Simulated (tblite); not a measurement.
Record of a relaxation.

Compound: C₅H₈O₄Si.
Atom-mapped SMILES: `[CH3:1][O:2]/[CH:3]=[C:4](/[O:5][CH:6]=[O:7])[C:8](=[O:9])[SiH3:10]` (hydrogens: H11, H12, H13 on C1; H14 on C3; H15 on C6; H16, H17, H18 on Si10)

Computed with GFN2-xTB (tblite), gas phase: L-BFGS steps from a force-field or distance-geometry start until the largest atomic force falls under 0.01 eV/Å. 11 of its 182 geometries are shown.

Step 0: E = -889.1616 eV, largest atomic force 6.751 eV/Å
```
atom  x, y, z in Å  |  force x, y, z in eV/Å
C1      3.012   -0.083    0.162   -0.812  -0.517  -0.818
O2      1.840    0.686    0.448   -0.203   0.269   0.414
C3      0.867    0.891   -0.482    3.315   1.181   0.052
C4     -0.243    0.212   -0.552   -1.394  -1.081   0.299
O5     -1.159    0.532   -1.552   -1.636   1.114  -0.623
C6     -1.671    1.829   -1.564    3.705   1.368   5.475
O7     -1.232    2.586   -0.628   -2.340  -2.207  -3.989
C8     -0.512   -0.869    0.415    2.218  -0.523   2.219
O9      0.306   -1.183    1.331   -2.166   0.853  -2.596
Si10   -2.128   -1.759    0.198   -1.216  -0.477  -0.634
H11     3.669   -0.137    1.043   -0.505   0.407  -0.363
H12     2.696   -1.127   -0.096    0.303   0.600   0.152
H13     3.491    0.370   -0.716    0.333  -0.180   0.226
H14     1.042    1.692   -1.212    0.243  -0.070   0.102
H15    -2.377    2.200   -2.289   -0.002  -0.723  -0.335
H16    -2.305   -2.842    1.154    0.076   0.065   0.037
H17    -2.124   -2.256   -1.200    0.029   0.016   0.277
H18    -3.182   -0.735    0.264    0.052  -0.095   0.105
```

Step 18: E = -890.2000 eV, largest atomic force 0.182 eV/Å
```
atom  x, y, z in Å  |  force x, y, z in eV/Å
C1      3.023   -0.053    0.120    0.077  -0.006  -0.013
O2      1.909    0.736    0.497    0.020  -0.114   0.140
C3      0.977    0.921   -0.452    0.120  -0.030   0.007
C4     -0.193    0.266   -0.441   -0.113   0.067  -0.045
O5     -1.178    0.571   -1.385   -0.106  -0.003  -0.064
C6     -1.634    1.822   -1.441   -0.033   0.037  -0.054
O7     -1.321    2.731   -0.739    0.057   0.057   0.018
C8     -0.543   -0.871    0.431    0.026  -0.064  -0.003
O9      0.221   -1.307    1.266    0.033   0.001   0.057
Si10   -2.227   -1.730    0.100   -0.130  -0.071   0.028
H11     3.678   -0.081    0.986    0.011   0.040   0.021
H12     2.702   -1.071   -0.119    0.022   0.010  -0.022
H13     3.554    0.376   -0.735   -0.004   0.042  -0.047
H14     1.213    1.639   -1.240   -0.037   0.033  -0.016
H15    -2.367    1.899   -2.263   -0.001  -0.136   0.036
H16    -2.306   -2.779    1.114   -0.010   0.016  -0.035
H17    -2.212   -2.307   -1.248    0.018   0.112   0.055
H18    -3.305   -0.755    0.271    0.047   0.010  -0.062
```

Step 36: E = -890.3218 eV, largest atomic force 0.195 eV/Å
```
atom  x, y, z in Å  |  force x, y, z in eV/Å
C1      3.168    0.015    0.074   -0.004   0.039  -0.004
O2      1.882    0.351    0.561    0.069  -0.024  -0.063
C3      0.987    0.756   -0.345    0.021  -0.024   0.000
C4     -0.257    0.242   -0.307   -0.038  -0.039  -0.040
O5     -1.304    0.538   -1.183    0.048   0.092  -0.065
C6     -1.686    1.772   -1.484    0.088   0.088   0.087
O7     -1.187    2.792   -1.116    0.011  -0.047  -0.069
C8     -0.609   -0.919    0.521   -0.061   0.009   0.125
O9      0.121   -1.383    1.369   -0.035  -0.058   0.039
Si10   -2.316   -1.646    0.052   -0.085  -0.111   0.082
H11     3.858    0.106    0.912   -0.015   0.053  -0.048
H12     3.169   -1.029   -0.272   -0.008   0.195  -0.010
H13     3.465    0.677   -0.748    0.055  -0.033   0.063
H14     1.321    1.494   -1.075   -0.076  -0.063  -0.092
H15    -2.575    1.703   -2.143    0.150   0.001   0.081
H16    -2.532   -2.747    0.988   -0.035  -0.021  -0.063
H17    -2.183   -2.109   -1.331   -0.123   0.031   0.053
H18    -3.331   -0.606    0.249    0.037  -0.088  -0.076
```

Step 54: E = -890.4953 eV, largest atomic force 0.160 eV/Å
```
atom  x, y, z in Å  |  force x, y, z in eV/Å
C1      3.275    0.235    0.001   -0.107   0.024  -0.002
O2      1.931    0.086    0.415   -0.055  -0.097   0.086
C3      0.958    0.502   -0.389    0.034  -0.083   0.039
C4     -0.315    0.068   -0.235    0.100   0.046  -0.027
O5     -1.363    0.507   -1.057    0.132   0.090  -0.004
C6     -1.460    1.766   -1.450    0.019  -0.003  -0.059
O7     -0.688    2.658   -1.256   -0.006  -0.009   0.000
C8     -0.779   -1.007    0.653    0.030   0.052  -0.086
O9     -0.132   -1.434    1.585    0.047  -0.054   0.013
Si10   -2.488   -1.688    0.094   -0.015  -0.048  -0.035
H11     3.872    0.404    0.898   -0.055   0.008  -0.043
H12     3.612   -0.688   -0.482   -0.007   0.021  -0.011
H13     3.394    1.070   -0.692    0.012   0.069  -0.014
H14     1.228    1.203   -1.180   -0.058  -0.068   0.041
H15    -2.398    1.871   -2.022   -0.012  -0.004   0.015
H16    -2.824   -2.874    0.873    0.051   0.007   0.078
H17    -2.364   -2.041   -1.319   -0.008  -0.001  -0.027
H18    -3.469   -0.630    0.288   -0.103   0.052   0.036
```

Step 72: E = -890.5245 eV, largest atomic force 0.167 eV/Å
```
atom  x, y, z in Å  |  force x, y, z in eV/Å
C1      3.265    0.303    0.001    0.003   0.003   0.025
O2      1.948   -0.045    0.371   -0.057   0.029   0.023
C3      0.966    0.414   -0.392   -0.008  -0.043  -0.040
C4     -0.320    0.022   -0.252    0.016  -0.026  -0.024
O5     -1.339    0.522   -1.077    0.011  -0.051   0.030
C6     -1.365    1.781   -1.476   -0.019  -0.066  -0.023
O7     -0.540    2.625   -1.289    0.091   0.139   0.012
C8     -0.818   -1.048    0.618    0.014   0.016  -0.003
O9     -0.169   -1.522    1.528    0.066  -0.019   0.005
Si10   -2.559   -1.698    0.129   -0.003  -0.006  -0.043
H11     3.838    0.466    0.912   -0.036  -0.038   0.046
H12     3.715   -0.519   -0.562    0.021   0.002  -0.031
H13     3.281    1.213   -0.602    0.034   0.028  -0.037
H14     1.240    1.121   -1.174   -0.040   0.023   0.032
H15    -2.297    1.945   -2.041   -0.048  -0.035  -0.012
H16    -2.820   -2.872    0.957   -0.001   0.021   0.009
H17    -2.494   -2.058   -1.289   -0.032   0.012   0.027
H18    -3.542   -0.643    0.362   -0.012   0.011   0.003
```

Step 90: E = -890.5458 eV, largest atomic force 0.062 eV/Å
```
atom  x, y, z in Å  |  force x, y, z in eV/Å
C1      3.267    0.324    0.068   -0.043  -0.014   0.020
O2      1.936   -0.070    0.336   -0.015  -0.002  -0.022
C3      0.971    0.434   -0.422    0.005   0.026  -0.008
C4     -0.307   -0.006   -0.345    0.035  -0.002   0.022
O5     -1.339    0.517   -1.135    0.046  -0.039  -0.014
C6     -1.367    1.769   -1.557    0.008   0.009   0.056
O7     -0.557    2.630   -1.375    0.033  -0.012  -0.022
C8     -0.771   -1.127    0.476    0.042  -0.036   0.017
O9     -0.044   -1.712    1.257    0.030   0.025   0.000
Si10   -2.587   -1.681    0.200   -0.016   0.019  -0.011
H11     3.792    0.326    1.023   -0.003  -0.006  -0.025
H12     3.743   -0.403   -0.600   -0.029   0.032   0.013
H13     3.321    1.319   -0.383   -0.040  -0.007   0.011
H14     1.240    1.232   -1.108    0.002  -0.002  -0.017
H15    -2.298    1.913   -2.131   -0.033  -0.022   0.002
H16    -2.799   -2.789    1.125   -0.020  -0.012  -0.018
H17    -2.716   -2.098   -1.196   -0.008   0.006  -0.003
H18    -3.494   -0.573    0.491    0.008   0.038  -0.001
```

Step 109: E = -890.5626 eV, largest atomic force 0.036 eV/Å
```
atom  x, y, z in Å  |  force x, y, z in eV/Å
C1      3.259    0.398    0.124    0.013   0.024  -0.001
O2      1.960   -0.126    0.302    0.013  -0.012  -0.012
C3      0.993    0.382   -0.451   -0.008   0.008   0.014
C4     -0.270   -0.099   -0.407    0.018  -0.003   0.003
O5     -1.326    0.443   -1.146   -0.007  -0.009   0.003
C6     -1.355    1.680   -1.606   -0.015  -0.019   0.006
O7     -0.496    2.513   -1.555    0.005   0.008   0.001
C8     -0.728   -1.244    0.390   -0.006   0.011   0.034
O9      0.020   -1.904    1.083   -0.020   0.003  -0.015
Si10   -2.612   -1.604    0.241    0.001   0.001   0.005
H11     3.789    0.250    1.064   -0.011  -0.016  -0.005
H12     3.781   -0.142   -0.671   -0.010  -0.005  -0.006
H13     3.235    1.464   -0.120   -0.006  -0.006   0.009
H14     1.247    1.223   -1.090   -0.014  -0.001   0.001
H15    -2.343    1.841   -2.070    0.011  -0.002  -0.021
H16    -2.916   -2.690    1.168    0.026  -0.005  -0.014
H17    -2.899   -1.983   -1.141    0.008   0.008  -0.003
H18    -3.348   -0.395    0.610    0.002   0.015   0.003
```

Step 127: E = -890.5656 eV, largest atomic force 0.028 eV/Å
```
atom  x, y, z in Å  |  force x, y, z in eV/Å
C1      3.255    0.418    0.139    0.011   0.025  -0.006
O2      1.974   -0.161    0.273   -0.015   0.003   0.011
C3      0.996    0.369   -0.450    0.008   0.005  -0.005
C4     -0.263   -0.122   -0.415   -0.007   0.003   0.002
O5     -1.323    0.420   -1.149   -0.002  -0.012  -0.002
C6     -1.346    1.642   -1.645   -0.001   0.002   0.012
O7     -0.491    2.479   -1.603   -0.009   0.005  -0.015
C8     -0.724   -1.271    0.374   -0.006   0.010  -0.010
O9      0.025   -1.965    1.032    0.004   0.002   0.015
Si10   -2.620   -1.569    0.269    0.002  -0.014  -0.006
H11     3.804    0.171    1.046    0.000  -0.008   0.004
H12     3.779   -0.004   -0.724   -0.008  -0.014  -0.019
H13     3.197    1.504    0.026    0.000  -0.006   0.016
H14     1.235    1.235   -1.061    0.009  -0.006  -0.001
H15    -2.326    1.785   -2.134    0.014   0.006   0.003
H16    -2.924   -2.677    1.168    0.005  -0.006   0.004
H17    -2.955   -1.900   -1.115   -0.003   0.002  -0.005
H18    -3.303   -0.347    0.692   -0.002   0.003   0.004
```

Step 145: E = -890.5686 eV, largest atomic force 0.028 eV/Å
```
atom  x, y, z in Å  |  force x, y, z in eV/Å
C1      3.256    0.412    0.130    0.011   0.006  -0.008
O2      1.964   -0.127    0.316    0.001  -0.006  -0.004
C3      0.993    0.381   -0.435    0.004   0.002   0.003
C4     -0.268   -0.103   -0.392   -0.004  -0.004  -0.005
O5     -1.318    0.416   -1.155   -0.006  -0.001   0.011
C6     -1.343    1.636   -1.659    0.003   0.000  -0.001
O7     -0.497    2.480   -1.607    0.002   0.007  -0.007
C8     -0.734   -1.237    0.416    0.008   0.009  -0.005
O9      0.005   -1.892    1.123    0.008  -0.007   0.010
Si10   -2.618   -1.582    0.258   -0.005  -0.004  -0.009
H11     3.847    0.087    0.984    0.004   0.005   0.002
H12     3.707    0.026   -0.789   -0.009   0.007   0.004
H13     3.234    1.506    0.088   -0.005  -0.024   0.013
H14     1.246    1.219   -1.078   -0.005   0.001  -0.008
H15    -2.314    1.767   -2.167   -0.004   0.008  -0.002
H16    -2.908   -2.729    1.112    0.003   0.001  -0.004
H17    -2.931   -1.863   -1.142    0.004  -0.008   0.016
H18    -3.327   -0.389    0.720   -0.010   0.006  -0.006
```

Step 163: E = -890.5714 eV, largest atomic force 0.039 eV/Å
```
atom  x, y, z in Å  |  force x, y, z in eV/Å
C1      3.248    0.409    0.142    0.017   0.013  -0.004
O2      1.964   -0.162    0.282   -0.002   0.012  -0.005
C3      0.993    0.375   -0.450    0.002   0.001   0.003
C4     -0.275   -0.090   -0.389    0.002   0.000   0.007
O5     -1.334    0.440   -1.129    0.003  -0.009  -0.002
C6     -1.338    1.634   -1.691    0.014   0.003   0.009
O7     -0.459    2.447   -1.715   -0.017  -0.003  -0.012
C8     -0.736   -1.216    0.432    0.007   0.002   0.001
O9      0.007   -1.858    1.147   -0.004  -0.008   0.005
Si10   -2.615   -1.582    0.273   -0.009   0.008  -0.001
H11     3.871   -0.064    0.900   -0.007   0.011  -0.028
H12     3.662    0.206   -0.851   -0.012   0.009   0.031
H13     3.224    1.491    0.309    0.000  -0.038  -0.008
H14     1.253    1.210   -1.095   -0.002   0.003   0.012
H15    -2.325    1.778   -2.162    0.008   0.011  -0.005
H16    -2.888   -2.724    1.138   -0.006  -0.001   0.001
H17    -2.908   -1.887   -1.127   -0.004  -0.008   0.000
H18    -3.355   -0.397    0.709    0.009  -0.005  -0.003
```

Step 181: E = -890.5728 eV, largest atomic force 0.008 eV/Å
```
atom  x, y, z in Å  |  force x, y, z in eV/Å
C1      3.248    0.419    0.150   -0.005   0.006   0.003
O2      1.974   -0.181    0.266    0.000   0.004  -0.001
C3      0.993    0.378   -0.436    0.001  -0.002   0.004
C4     -0.274   -0.092   -0.379    0.004   0.003   0.005
O5     -1.338    0.446   -1.107    0.003   0.003   0.002
C6     -1.325    1.610   -1.726   -0.002   0.000  -0.002
O7     -0.430    2.399   -1.816    0.005  -0.002  -0.001
C8     -0.737   -1.225    0.433    0.002   0.000  -0.004
O9      0.005   -1.878    1.137    0.003  -0.005   0.001
Si10   -2.621   -1.573    0.284    0.003   0.002   0.000
H11     3.916   -0.169    0.775   -0.004   0.002  -0.003
H12     3.602    0.400   -0.885   -0.002  -0.003   0.001
H13     3.230    1.454    0.505    0.001  -0.007  -0.002
H14     1.245    1.231   -1.059   -0.002  -0.004   0.000
H15    -2.321    1.757   -2.179   -0.004   0.004  -0.003
H16    -2.905   -2.701    1.164   -0.001   0.000  -0.002
H17    -2.925   -1.893   -1.110    0.003  -0.002   0.000
H18    -3.344   -0.374    0.709   -0.003   0.001   0.003
```

Task: Summarise the path.

Result: The energy falls by 1.4112 eV from step 0 to step 181; nine tenths of that is first reached at step 45. It rises by more than 0.2 meV at step 173. The largest force goes from 6.751 to 0.008 eV/Å. Among the bonds C6=O7 changes most, from 1.282 to 1.197 Å; the atoms move by 0.871 Å rms after alignment.

The cost below is that of the whole relaxation. Time: 1.2 s wall. Hardware: one thread, Arm Neoverse V2 (aarch64), shared host.
